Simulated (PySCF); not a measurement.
## Ionisation energy of Br⁺ by level of theory

Br⁺ [Ar] 3d10 4s2 4p4 (3P) → Br²⁺ [Ar] 3d10 4s2 4p3 (4S), as a difference of total energies. Calculation: PySCF 2.14, in def2-TZVP; the non-relativistic Hamiltonian (point nucleus). Correlated levels: valence: [Ar] 3d10 frozen. The calculations carry no spin-orbit coupling.

Order these methods by the ionisation energy they give, lowest first.
A. MN15
B. SCS-MP2 (valence)
C. MP2 (valence)
D. CCSD (valence)

C (20.936 eV), B (21.005 eV), D (21.054 eV), A (21.309 eV).

These non-relativistic numbers lack the scalar-relativistic shift.

Errors of the correlated levels include the incompleteness of this basis and the frozen core.

For comparison: 21.409 eV (measured; NIST levels, between the centres of gravity of the two terms).
